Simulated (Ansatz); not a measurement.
One change: `C[BH][Al]([OH])[InH2]` becomes `C[BH][AlH][OH]`.

Ansatz, PBE0-D4/def2-TZVP geometries, multiplicity 1. Each molecule was computed in one conformer, which needn't be the lowest.

Elements past krypton have def2 core potentials.

```
                                      property  `C[BH][Al]([OH])[InH2]`
            LUMO energy (PBE0/def2-TZVPP) / eV                    -2.30
            HOMO energy (PBE0/def2-TZVPP) / eV                    -6.17
zero-point energy (PBE0-D4/def2-TZVP) / kJ/mol                    193.5
size of the dipole moment (PBE/def2-TZVPP) / D                     2.83
           LUMO energy (B3LYP/def2-TZVPP) / eV                    -2.50
         HOMO energy (ωB97M-V/def2-TZVPP) / eV                    -8.09
```

Give the same properties after the change, and the shifts. (Estimate.)

Ansatz gave: 
```tsv
property	`C[BH][AlH][OH]`	shift
LUMO energy (PBE0/def2-TZVPP) / eV	-1.74	0.56
HOMO energy (PBE0/def2-TZVPP) / eV	-7.03	-0.86
zero-point energy (PBE0-D4/def2-TZVP) / kJ/mol	179.6	-13.9
size of the dipole moment (PBE/def2-TZVPP) / D	0.54	-2.29
LUMO energy (B3LYP/def2-TZVPP) / eV	-1.92	0.58
HOMO energy (ωB97M-V/def2-TZVPP) / eV	-9.16	-1.07
```

With PBE0 the HOMO falls by 0.86 eV and the LUMO rises by 0.56 eV, so the gap widens by about 1.42 eV. PBE moves the HOMO by -0.66 eV and ωB97M-V by -1.07 eV. The zero-point energy changes by -13.9 kJ/mol with -6 modes. Dipoles are sizes alone; their direction can turn.

Positive LUMOs are unbound, so they and the gaps depend on the basis.

B3LYP here is the variant with VWN-RPA as its local correlation; programs differ in this.
